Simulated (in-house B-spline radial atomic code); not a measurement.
# RPA and G0W0 on B3LYP (VWN-RPA): the cobalt ion Co⁴⁺

Configuration [Ar] 3d5, highest spin, mean-field start B3LYP (VWN-RPA). Computed with a B-spline radial code for spherical atoms: all electrons, non-relativistic, point nucleus, each spin shell either full or empty, empty states to l = 9 with an (l + 1/2)⁻⁴ tail; G0W0 by contour deformation at full frequency.

Command:
```bash
python run_gw.py task.json out
```
Settings (radii: box in bohr, nucleus in fm):
```
Z                        27
electrons                23
configuration            [Ar] 3d5
hamiltonian              nr
method                   b3lyp
lmax                     9
spin_polarised           True
box_radius               11.96
intervals                50
```

Run time, properties included: 1.3 s on 1 thread of AMD EPYC 7R13 Processor (shared host).

Energies (hartree):

```tsv
term	value
mean-field total	-1378.68052
Hartree-Fock functional on these orbitals	-1377.62008
direct second order	-1.7392
second-order exchange	0.56956
SOSEX correction	0.52709
```

Question: What is the RPA correlation energy, and what remains with SOSEX?

Answer: RPA gives -1.5406 hartree (-1.82 eV per electron); RPA + SOSEX gives -1.0135, and the second-order doubles -1.1697 hartree (no singles). SOSEX takes back 34 % of the RPA value.

Quasi-particle levels (eV):

```
  level  occupied  mean field  Σx - vxc     Σc  QP weight     G0W0
  3d up       yes      -71.39    -10.22      ?          ?        ?
3p down       yes     -123.51     -9.44   0.84      0.942  -132.11
3d down        no      -59.81     12.74  -5.32      0.954   -52.39
```

G0W0 = mean field + (Σx - vxc) + Σc, with Σc (partial-wave tail included) taken at the quasi-particle energy. Only the outer levels were computed. Levels of low weight are left out.

Question: Where does G0W0 put 3d up?

Answer: At -80.17 eV, with Σc = 1.44 eV and a quasi-particle weight of 0.950. The tabulated removal energy is 79.5 ± 0.2 eV (NIST, semi-empirical); the calculation leaves out relativity, Breit and QED terms, and what these don't explain is the method's own error.
